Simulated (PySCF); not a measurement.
Run record: EPR job, `C[C](C)OC(C)=C=O` [radical].

Method: UKS B3LYP, pcH-1 on C H O, non-relativistic, mean-field spin-orbit, GIAO (PySCF 2.14.0). Geometry: GFN2-xTB. The command runs a driver script over a list of jobs; the input below is this job's line of settings and its coordinates in Å.

Command:
```bash
OMP_NUM_THREADS=1 python probes_run.py task.json out
```

Input:
```
{"job": {"kind": "epr", "basis": "pcH-1"}, "charge": 0, "multiplicity": 2}
C     -1.976123     1.410569     0.064163
C     -1.028713     0.264519    -0.016390
C     -1.464302    -1.132625     0.170833
O      0.270033     0.587993    -0.070677
C      1.297391    -0.204238     0.431871
C      2.636892     0.475039     0.253544
C      1.245056    -1.441303     0.861800
O      1.473530    -2.485195     1.377030
H     -1.440436     2.341168    -0.101506
H     -2.461022     1.455351     1.044258
H     -2.762445     1.315235    -0.685245
H     -0.864704    -1.593901     0.971296
H     -1.301157    -1.743486    -0.721797
H     -2.517527    -1.175721     0.434359
H      2.678531     1.373308     0.867500
H      2.769402     0.760535    -0.788900
H      3.438597    -0.195218     0.547414
```

**Question.** Estimate the output.

**Answer.** 
```
UKS, coarse grid
  cycle   1  E = -384.23674078  |g| = 6.47e-01
  cycle   2  E = -383.40184574  |g| = 1.53e+00
  cycle   3  E = -384.36089003  |g| = 3.14e-01
  cycle   4  E = -384.39903359  |g| = 1.69e-01
  cycle   5  E = -384.41102642  |g| = 6.24e-02
  cycle   6  E = -384.41316955  |g| = 3.16e-02
  cycle   7  E = -384.41388310  |g| = 1.65e-02
  cycle   8  E = -384.41415460  |g| = 7.55e-03
  cycle   9  E = -384.41423254  |g| = 2.10e-03
  cycle  10  E = -384.41424090  |g| = 1.23e-03
  cycle  11  E = -384.41424663  |g| = 7.22e-04
UKS, final grid
  cycle   1  E = -384.41428229  |g| = 1.14e-03
  cycle   2  E = -384.41427989  |g| = 2.74e-03
  cycle   3  E = -384.41428334  |g| = 3.50e-04
  cycle   4  E = -384.41428342  |g| = 1.69e-04
  cycle   5  E = -384.41428357  |g| = 1.23e-04
  cycle   6  E = -384.41428358  |g| = 1.77e-05
  cycle   7  E = -384.41428358  |g| = 6.49e-06
E = -384.41428358 Eh   <S^2> = 0.7628 (exact 0.7500)
g shifts (ppm)      1          2          3
  rmc          -193       -193       -193
  gc              2         31         38
  oz_so         106        333       1284
  total         -84        172       1129
hyperfine (MHz)  atom isotope    a_iso     a_fc   dipolar eigenvalues
    0   13C     -23.79     -23.79     -1.76     -0.50      2.25
    1   13C      95.92      95.92    -75.97    -74.37    150.34
    2   13C     -30.21     -30.21     -1.82     -0.56      2.38
    3   17O     -42.78     -42.78    -45.90     22.73     23.16
    4   13C       1.57       1.57     -9.73      0.19      9.55
    5   13C       1.28       1.28     -0.46     -0.30      0.76
    6   13C       6.17       6.17    -14.67     -6.28     20.95
    7   17O      -5.27      -5.27    -27.27      8.88     18.39
    8    1H       4.30       4.30     -4.51     -3.71      8.23
    9    1H     107.92     107.92     -4.40     -3.26      7.66
   10    1H      66.18      66.18     -4.61     -4.31      8.91
   11    1H      61.99      61.99     -5.32     -1.91      7.23
   12    1H     116.71     116.71     -4.30     -3.63      7.94
   13    1H      11.79      11.79     -4.58     -3.52      8.10
   14    1H      -6.63      -6.63     -1.56     -1.07      2.62
   15    1H       2.57       2.57     -1.52     -1.28      2.80
   16    1H       0.69       0.69     -1.22     -0.64      1.87
```

rmc, gc and oz_so are the mass-correction, gauge-correction and orbital-Zeeman/spin–orbit parts of the g shift along its three principal axes; a_iso is the isotropic hyperfine coupling and a_fc its Fermi-contact part. The program numbers atoms from 0.

**Question.** Get g_iso from the total shifts.

**Answer.** Their mean is 406 ppm; added to g_e = 2.002319 it gives 2.00273.

**Question.** How far is ⟨S²⟩ from the pure-spin value?

**Answer.** S = 0.5 gives S(S+1) = 0.75; the run has 0.7628, 0.0128 more.

Summary of the converged run: ⟨S²⟩ 0.763; g_iso 2.0027.

Isolated species at its GFN2-xTB geometry (one conformer only).

The run took 80 s of wall time (grids of density and orbitals included) on an Arm Neoverse V1 with one thread, shared host with 64 logical CPUs at a one-minute load of 41, and the process peaked at 0.97 GiB of memory.
Labels such as C1 count atoms from 1, the log's own numbers from 0.
